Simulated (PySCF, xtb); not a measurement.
Ge(H)(Cl)2(vinyl) (C2H4Cl2Ge), SMILES C=[CH][GeH]([Cl])[Cl].

xtb with GFN2-xTB at its own geometry gives an orbital gap of 4.62 eV and a dipole moment of 2.45 D.

Coordinates come from a r2SCAN-D4/def2-SVP optimisation. The structure was generated by enumeration, and PubChem lists no compound with its InChIKey, so it may never have been made. One conformer was computed; it need not be the lowest.

Problem. What does PBE/def2-TZVP run with PySCF give? (An estimate is asked for; the answer gives what the named calculation found.)

Solution. gap 5.18 eV (levels -7.38 and -2.20 eV), dipole 2.63 D.
